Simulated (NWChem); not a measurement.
# Correlation energy of sulfuric acid (H2O4S)

```
S
O 1 1.4590
O 1 1.4590 2 125.32
O 1 1.6456 2 108.68 3 -125.29
H 4 0.9822 1 106.62 2 -27.83
O 1 1.6456 2 105.15 5 -96.08
H 6 0.9822 1 106.62 2 -164.20
```
Charge 0, spin multiplicity 1.

Everything below was run with NWChem. The geometry was optimised at PBE/def2-SVP, a minimum by its harmonic frequencies. It is one conformer; others weren't searched.

Basis set: 6-31G*. Each correlation energy counts from its own Hartree-Fock reference.

The correlated methods keep 9 core orbitals frozen. The Pople sets run with spherical d functions. Coupled-cluster values serve here as a point of comparison, not as the truth.

Question: For the correlation energy, CR-CCSD(T) gives -888.3 mHa and CR-CCSD[T] gives -890.3 mHa. What do SCS-MP2, CCSD, CCSD(T) give?

Answer: SCS-MP2: -826.8 mHa; CCSD: -870.9 mHa; CCSD(T): -895.8 mHa.
